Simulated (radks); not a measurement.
The caesium ion Cs2+ inside a hard spherical wall (all orbitals vanish at R), configuration held at [Kr] 4d10 5s2 5p5 and not refilled when levels cross. Calculated with a radial shooting solver on a logarithmic mesh with Libxc functionals: scalar-relativistic Kohn-Sham, LDA (Slater exchange, VWN5 correlation), spin-polarised, spherical densities, finite nucleus; open shells are filled with parallel spins first (spin-orbit coupling, left out, can overturn this in heavy ions); Fermi nuclear charge, rms radius 4.8041 fm. Eigenvalues in eV for spin up, with the zero of energy where the potential of the charges vanishes at infinity; a dash marks a level that is unbound or too diffuse for the functional's potential to be trusted. A positive occupied level is held by the wall or, in an anion where self-interaction has pushed it up, behind a barrier. The pressure on the wall is -dE/dV.

R (bohr)  E (hartree)  kinetic (hartree)    e(4p)    e(4d)    e(5s)    e(5p)  e(5d, empty)  e(6s, empty)  pressure (GPa)
free       -7779.5446           8193.972  -177.59  -91.329  -43.203  -29.272       -12.637       -12.012               0
20         -7779.5446           8193.972  -177.59  -91.329  -43.203  -29.272       -12.637       -12.012        < 0.0001
15         -7779.5446           8193.972  -177.59  -91.329  -43.203  -29.272       -12.637       -12.012        < 0.0001
10         -7779.5446           8193.972  -177.59  -91.329  -43.203  -29.272       -12.636       -12.003        < 0.0001
8          -7779.5446           8193.973  -177.59  -91.329  -43.202  -29.272       -12.618       -11.886        0.000770
5          -7779.5309           8194.119  -177.22  -90.963  -42.920  -28.962       -11.384        -7.508            3.00
3          -7778.3009           8201.070  -167.10  -81.183  -34.031  -17.875         7.808        41.899             717
2          -7766.7993           8246.651  -133.96  -48.969   17.535   44.261        89.732        225.61           18900
1.5        -7728.8510           8375.586  -76.273   12.332   158.80   200.86        263.86        586.81          160000
